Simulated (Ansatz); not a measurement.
VO₂⁺. Total charge 1; singlet. Geometry PBE-D4/def2-TZVP.

```xyz
3

V    -0.688   -0.152    0.780
O     0.683   -0.528   -0.209
O     0.005    0.680   -0.571
```

The 6-31G sets use Cartesian d functions. The structure holds one bond between oxygen atoms, so isomers without such links may lie far lower. The restricted singlet is unstable towards broken spin symmetry in Hartree–Fock (as tested in another run); at HF/6-31G this wasn't settled. The restricted singlet is unstable towards broken spin symmetry at other levels; at PBE-D4/def2-SVP, PBE0-D4/def2-SVP, ωB97X-V/def2-TZVP this wasn't settled. At PBE-D4/def2-SVP, PBE-D4/def2-TZVP an occupied level of the charge 1 singlet lies above an empty one (by up to 0.44 eV), so this SCF solution is probably not the lowest. At PBE-D4/def2-TZVP the restricted singlet is unstable: a solution with broken spin symmetry lies lower. The geometry of the singlet was relaxed on an unsound state (an occupied level 0.35 eV above an empty one). At PBE0-D4/def2-TZVP a triplet of charge 1 lies 1.49 eV below the restricted singlet, each at its own geometry. That triplet is doubtful there (⟨S²⟩ 2.38, where a pure state has 2.00). The structure comes from a short search, and lower isomers may exist.

Q: Estimate the orbital energies around the gap (eV) in Ansatz with HF/6-31G, PBE-D4/def2-SVP, PBE-D4/def2-TZVP, PBE0-D4/def2-SVP, ωB97X-V/def2-TZVP.

A: 
```tsv
orbital	HF/6-31G	PBE-D4/def2-SVP	PBE-D4/def2-TZVP	PBE0-D4/def2-SVP	ωB97X-V/def2-TZVP
HOMO−13	-556.24	-508.13	-508.12	-520.30	-520.23
HOMO−12	-556.19	-508.11	-508.10	-520.26	-520.19
HOMO−11	-97.13	-75.27	-75.28	-80.92	-83.13
HOMO−10	-66.51	-51.57	-51.49	-55.52	-57.94
HOMO−9	-65.31	-49.68	-49.69	-53.75	-56.23
HOMO−8	-65.02	-49.36	-49.40	-53.52	-56.03
HOMO−7	-46.05	-34.56	-34.76	-37.36	-40.07
HOMO−6	-37.16	-27.01	-27.49	-29.50	-32.51
HOMO−5	-23.63	-18.59	-18.67	-19.72	-22.00
HOMO−4	-23.21	-17.59	-17.64	-19.10	-21.53
HOMO−3	-22.02	-17.55	-17.60	-19.09	-21.47
HOMO−2	-19.94	-15.22	-15.27	-16.54	-18.82
HOMO−1	-19.73	-13.22	-13.31	-14.46	-16.79
HOMO	-18.35	-10.70	-10.83	-13.17	-15.84
LUMO	-6.62	-11.14	-11.19	-9.79	-7.23
LUMO+1	-5.03	-10.94	-10.99	-9.54	-6.93
LUMO+2	-4.74	-10.11	-10.21	-8.73	-6.32
LUMO+3	-4.57	-9.47	-9.53	-8.37	-6.19
LUMO+4	-3.05	-8.84	-8.95	-8.20	-6.02
LUMO+5	-2.62	-7.14	-7.32	-5.06	-2.58
```
